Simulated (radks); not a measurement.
The ruthenium ion Ru13+ is in [Ar] 3d10 4s2 4p1. Method: scalar-relativistic Kohn-Sham, r2SCAN, spin-polarised, spherical densities, finite nucleus; meta-GGA in the generalised Kohn-Sham scheme; Fermi nuclear charge, rms radius of each element as measured or else 0.836 A^(1/3) + 0.57 fm; computed with a radial shooting solver on a logarithmic mesh with Libxc functionals. Open shells are filled with parallel spins first. One electron is removed from 3d, 3p, 4s, 4p in turn, with full relaxation. Which removal costs least, and what does each cost?

Answer. 4p 293.27 eV; 4s 324.83 eV; 3d 577.24 eV; 3p 752.88 eV. The 4p electron leaves first.
